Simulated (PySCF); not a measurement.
**BiSe₂, doublet: computed properties**

Level of theory: PySCF, UPBE0, basis Bi def2-SVP with ECP60, Se def2-SVP (scalar-relativistic core potentials, no spin–orbit coupling, density fitting).

The structure is a minimum.

* Point group: C2v
* Bond lengths: Bi–Se 2.642 Å (×2), Se–Se 2.405 Å
* Bond angles: Bi–Se–Se 62.9° (×2), Se–Bi–Se 54.1°
* Rotational symmetry number: 2
* Rotational constants: 0.07292, 0.03362, 0.02301 cm⁻¹
* Entropy at 298.15 K and 1 bar (electronic part: spin only): 331.5 J/(mol K)
* Spin squared ⟨S²⟩: 0.756
* Enthalpy at 298.15 K above 0 K: 14.04 kJ/mol
* Zero-point energy: 4.1 kJ/mol
* Heat capacity Cp at 298.15 K: 55.8 J/(mol K)
* Lowest empty level (β): -3.01 eV
* Highest occupied level (β): -5.71 eV
* Principal polarisabilities: 46.5, 82.8, 106.6 bohr³
* Atomisation energy without zero-point energy: 535 kJ/mol
* Dipole moment: 3.28 D
* Principal quadrupole moments (Buckingham, traceless) about the centre of mass: -6.09, 1.56, 4.53 D Å

Harmonic modes (masses in u: Bi 208.980, Se 79.917):
| symmetry | ω (cm⁻¹) | IR (km/mol) |
| --- | --- | --- |
| b2 | 185 | 4.3 |
| a1 | 198 | 3.3 |
| a1 | 297 | 2.0 |

In C2v the vibrations span b2 + 2a1. Here b1 is antisymmetric to the molecular plane and b2 lies in it.

Charges (e):
```json
{"atom": "Bi1", "Mulliken": "0.38", "Löwdin": "0.22", "polar tensor": "0.51", "spin (Mulliken)": "0.99", "Mayer order to Bi1": "–"}
{"atom": "Se2,3", "Mulliken": "-0.19", "Löwdin": "-0.11", "polar tensor": "-0.25", "spin (Mulliken)": "0.01", "Mayer order to Bi1": "1.06"}
```
Other Mayer orders above 0.3: Se–Se 1.03.

Mulliken populations on Bi1 (electrons outside its core potential): s 3.95, p 8.57, d 10.10.

Outer orbital energies (eV). α occupied: -16.92, -16.45, -9.59, -8.76, -8.62, -7.83, -5.86, -5.76; empty: -2.32, -1.64, -1.48, 4.96. β occupied: -20.78, -16.91, -15.76, -9.53, -8.67, -8.23, -7.71, -5.71; empty: -3.01, -2.08, -1.62, -1.22.

This need not be the most stable arrangement of these atoms. Spin–orbit coupling, left out here, can matter for elements this heavy.

The final relaxation and frequency run took 48 s on 2 threads of a shared Arm Neoverse V2 host, with 90 basis functions and 8 gradients; the process peaked at 0.86 GiB. Launch command: `OMP_NUM_THREADS=2 python axn.py task.json out`.
